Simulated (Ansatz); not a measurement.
All numbers were calculated with Ansatz.

A structure relaxed at PBE0-D4/def2-TZVP, charge 0, multiplicity 1:

```xyz
10

C     1.6600    0.8799   -0.9868
C     0.8495    0.1696   -0.2144
O    -0.3853    0.5862    0.1384
Ge   -1.5971   -0.5838    0.7502
H     2.6514    0.5086   -1.2060
H     1.3549    1.8346   -1.3968
H     1.1690   -0.7906    0.1961
H    -2.1669   -1.3702   -0.4409
H    -0.8815   -1.5248    1.7344
H    -2.6540    0.2904    1.4259
```

(1) Give its formula and SMILES.

(2) Summarise the bond lengths by kind.

Results:

(1) C2H6GeO, `C=C[O][GeH3]`.

(2) 1 × C–C 1.326 Å; 3 × C–H 1.081 to 1.092 Å; 1 × C–O 1.350 Å; 1 × Ge–O 1.792 Å; 3 × Ge–H 1.529 to 1.538 Å.
